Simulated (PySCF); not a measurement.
Compound: C₅H₄BrO (charge +1).
Atom-mapped SMILES: `[Br:1][c:2]1[cH:3][cH:4][o+:5][cH:6][cH:7]1` (hydrogens: H8 on C3; H9 on C4; H10 on C6; H11 on C7)

Theory: PBE0/def2-SVP geometry optimisation, gas phase (PySCF).

(1) List the bond lengths and angles at this level.

## Answers

(1) 
```
         bond  length (pm)
       Br1–C2        183.5
 C2–C3, C2–C7        140.9
 C3–C4, C6–C7        137.0
 C4–O5, O5–C6        132.1
C3–H8, C7–H11        109.2
C4–H9, C6–H10        109.2
```

Bonds in one row agree within 1 pm and their mean is given. A selection of angles:
```
    angle  degrees
Br1–C2–C3    120.7
 C3–C2–C7    118.7
 C2–C3–C4    118.2
 C2–C3–H8    121.9
 C4–C3–H8    119.9
 C3–C4–O5    121.6
 C3–C4–H9    125.5
 O5–C4–H9    112.9
 C4–O5–C6    121.7
```

O5 (ring oxygen) is bent (angle 121.7°). C3 (aromatic CH carbon) is planar (angles 121.9°, 119.9° and 118.2°, sum 360.0°, 0.00 Å off the plane of its three neighbours). The 4 C–C bonds span 1.370 Å (C6–C7, aromatic) to 1.409 Å (C2–C3, aromatic), a spread of 0.039 Å. The 6-membered ring C2–C3–C4–O5–C6–C7 has internal angles of 118.2° to 121.7°; it is planar, 0.00 Å rms from its mean plane, widest ring torsion 0°. The 7 heavy atoms lie in one plane (0.000 Å rms). C2 (aromatic C–Br carbon) is planar (angles 120.7°, 120.6° and 118.7°, sum 360.0°, 0.00 Å off the plane of its three neighbours). C4 (aromatic CH next to a ring oxygen) is planar (angles 125.5°, 121.6° and 112.9°, sum 360.0°, 0.00 Å off the plane of its three neighbours).

Point group: C2v (every atom within 0.08 Å of its image). Not checked by PBE0/def2-SVP frequencies. Isolated species at its PBE0/def2-SVP geometry, gas phase.
